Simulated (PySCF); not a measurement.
SMILES [SiH3][Se][GeH3] at its PBE0/def2-SVP optimised geometry (Å):

```
9

Se     0.3642     1.0018     0.0000
Si    -1.8882     0.6277     0.0180
H     -2.5305     1.9735     0.0157
H     -2.3038    -0.1296     1.2372
H     -2.3211    -0.1419    -1.1875
Ge     0.9950    -1.2750     0.0000
H      0.4509    -1.9735    -1.2589
H      2.5305    -1.2750     0.0000
H      0.4508    -1.9730     1.2591
```

Computed with PBE0/def2-TZVP (PySCF).

Map of the log10 of the electron density (e/bohr³), floored at −4 on the plane z = 0.6 Å:

```
|                             |
|                             |
|                             |
|                             |
|      ....                   |
|    .:---:....::::.          |
|   .:-====-::-----::.        |
|   :-=+**+=-==+++==-:        |
|  .:=+*##*+++*****+=:.       |
|  .-=*###****##%%#*+-:       |
|  .-=+####**#%%@%%*+=:.      |
|  .:=+*######%@@@%#+=:.      |
|  .:=+*#%%###%@@@%#+=:.      |
|  .:=+#%%%####%%%#*+=-:.     |
|  .:=+#%%%#**#####*+==-:.    |
|   :=+*#%#**+**####*++=-:.   |
|   .-=+***++++*#%%##**+=-:   |
|   .:-=+++===+#%@@%###*+=:   |
|    .:------=*#%@@%###*+=:   |
|     ..::::-=*#%%%%##**=-:   |
|         ..:=+##%##**++=:.   |
|          .:-+**#**+==-:.    |
|           .:==+++==-::.     |
|            .:-==--::..      |
|             .::::..         |
|               ..            |
|                             |
|                             |
|                             |
```
Scale: ten equal steps from -4.00 (start of ' ') to -0.463 (end of '@'), in the order ' .:-=+*#%@'; x runs from -5.00 to 5.00, y from -5.00 (bottom) to 5.00 (top).
